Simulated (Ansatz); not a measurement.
Reaction (redistribution): `O=C[TeH]` + `[SiH3]C([SiH3])BCl` → `[SiH3]C([SiH3])[TeH]` + `O=CBCl`

Isolated molecules relaxed with PBE0-D4/def2-TZVP in Ansatz; ΔE leaves out vibrations. CBS: MP2 limit from def2 TZ/QZ plus the TZ coupled-cluster correction, frozen cores. DFT in def2-TZVPP. B3LYP here is the variant with VWN-RPA as its local correlation; programs differ in this. Elements past krypton have def2 core potentials. For Te outer-core shells are correlated without core-valence functions, which leaves a few kJ/mol of doubt a bond. One conformer a species, not always the lowest.

| level | ΔE (kcal/mol) | difference from CCSD(T)/CBS |
| --- | --- | --- |
| PBE-D4 | 21.4 | 5.9 |
| r2SCAN-D4 | 22.2 | 6.7 |
| PBE0-D4 | 19.5 | 4.0 |
| ωB97X-V | 16.8 | 1.3 |
| ωB97M-V | 17.1 | 1.6 |
| B2PLYP | 18.4 | 2.9 |
| PBE0 | 19.9 | 4.4 |
| B3LYP | 19.8 | 4.3 |
| HF/def2-TZVPP | 14.6 | -0.9 |
| SCS-MP2/def2-TZVPP | 15.5 | 0.0 |
| CCSD/def2-TZVPP | 15.6 | 0.1 |
| HF/def2-QZVPP | 14.6 | -0.9 |
| MP2/def2-QZVPP | 16.1 | 0.6 |
| HF/CBS(def2) | 14.6 | -0.9 |
| MP2/CBS(def2) | 15.8 | 0.3 |
| CCSD/CBS(def2) | 14.8 | -0.7 |
| CCSD(T)/CBS | 15.5 | 0 |

Largest T1 diagnostic among the species: 0.016.

In def2-TZVPP, CCSD(T) changes the Hartree–Fock value by +1.7 kcal/mol (the triples alone add +0.7 kcal/mol) and MP2 by +2.0 kcal/mol. The D4 term adds −0.9 kcal/mol with B3LYP and −0.4 kcal/mol with PBE0; it sums over pairs of atoms, weighted by their polarisabilities, and B3LYP, whose exchange is more repulsive, gets the larger term. From PBE to PBE0 (25 % exact exchange), in def2-TZVPP and without D4, ΔE moves by −2.1 kcal/mol.
